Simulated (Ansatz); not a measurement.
Gas-phase electronic energies from Ansatz, PBE0-D4/def2-TZVP geometries. CCSD(T)/CBS adds triple-zeta CCSD(T) − MP2 to the extrapolated MP2 energy (def2 sets, frozen cores). This one scheme is used for every species, atoms too. DFT in def2-TZVPP. B3LYP here is the variant with VWN-RPA as its local correlation; programs differ in this. Open shells (•) are unrestricted, without spin–orbit coupling. Spin–orbit coupling would lower the free atoms: a little for B, C, Cl, Si. Each species was taken in one conformer, which may not be the lowest.

Consider the atomization: `CB(Cl)N([SiH3])[SiH3]` → B• + C• + Cl• + 9 H• + N• + 2 Si•.

`CB(Cl)N([SiH3])[SiH3]`:

```xyz
15

C    -1.034    0.087   -2.047
B    -0.842   -0.465   -0.598
Cl   -1.988   -1.761   -0.105
N     0.112   -0.080    0.368
Si    0.105   -0.854    1.955
Si    1.359    1.134    0.153
H    -0.899   -0.727   -2.767
H    -0.362    0.900   -2.321
H    -2.065    0.430   -2.176
H     1.213   -0.190    2.695
H     0.396   -2.303    1.862
H    -1.164   -0.610    2.678
H     1.165    2.230    1.135
H     1.313    1.690   -1.218
H     2.691    0.519    0.386
```

| level | ΔE (kJ/mol) | difference from CCSD(T)/CBS |
| --- | --- | --- |
| LDA (SPW92) | 5909.1 | 630.8 |
| PBE-D4 | 5305.8 | 27.5 |
| revPBE-D4 | 5210.2 | -68.1 |
| B97M-V | 5311.3 | 33.0 |
| CAM-B3LYP-D4 | 5310.1 | 31.8 |
| B2PLYP | 5218.7 | -59.6 |
| PBE-QIDH | 5247.9 | -30.4 |
| B3LYP | 5218.7 | -59.6 |
| r2SCAN0 | 5231.2 | -47.1 |
| CAM-B3LYP | 5272.2 | -6.1 |
| LC-ωPBE | 5238.2 | -40.1 |
| MP2/def2-TZVPP | 5194.2 | -84.1 |
| CCSD/def2-TZVPP | 5082.3 | -196.0 |
| CCSD(T)/def2-TZVPP | 5145.8 | -132.5 |
| SCS-MP2/def2-QZVPP | 5292.4 | 14.1 |
| HF/CBS(def2) | 4012.6 | -1265.7 |
| CCSD(T)/CBS | 5278.3 | 0 |

Largest T1 diagnostic among the species: 0.014.

From r2SCAN to r2SCAN0 (25 % exact exchange), in def2-TZVPP and without D4, ΔE moves by −47.1 kJ/mol: exact exchange takes away binding that semilocal exchange gives to molecules. The D4 term adds +69.5 kJ/mol with B3LYP and +36.9 kJ/mol with PBE0; it sums over pairs of atoms, weighted by their polarisabilities, and B3LYP, whose exchange is more repulsive, gets the larger term. At CCSD(T), def2-SVP lies −300.2 kJ/mol from the extrapolated value and def2-TZVPP −132.5 kJ/mol: correlation converges slowly with the basis, and small sets miss more of it in the bonded molecule than in its fragments.

For atomizations the MP2-based limit and the directly extrapolated one differ by several kJ/mol either way, and by 10 to 25 for some Ge, Se and Sn compounds, so smaller differences from it don't rank the levels.
